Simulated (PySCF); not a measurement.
## Correlation energy of Ir⁺ (iridium, charge +1)

Starting occupation: [Xe] 4f14 5d7 6s1, 5d3/2 with m_j = -3/2, -1/2, +1/2, +3/2, 5d5/2 with m_j = +1/2, +3/2, +5/2, 6s1/2 with m_j = +1/2. Calculation: PySCF 2.14, in x2c-TZVPall-2c; X2C-1e with screened-nucleus spin-orbit coupling, Gaussian nucleus. Frozen: [Kr] 4d10 4f14; 16 electrons correlated; the 34 highest virtual spinors left out.

MP2 pair energies summed by pair of shells (mhartree):

| pair | energy | share (%) |
| --- | --- | --- |
| 5d-5d | -100.64 | 32.6 |
| 5d-5p | -97.18 | 31.5 |
| 5p-5p | -39.59 | 12.8 |
| 5d-6s | -30.35 | 9.8 |
| 5p-5s | -14.94 | 4.8 |
| 5d-5s | -11.26 | 3.6 |
| 5p-6s | -11.17 | 3.6 |
| 5s-5s | -2.91 | 0.9 |
| 5s-6s | -0.65 | 0.2 |

Total MP2 correlation energy: -308.67 mhartree.

The GHF reference relaxed away from the jj start to a determinant that is no pure jj level (⟨S²⟩ = 5.84, ⟨J²⟩ = 30.01); the energies belong to that determinant.

This basis was not built for core-valence correlation, so the inner-shell part is incomplete.
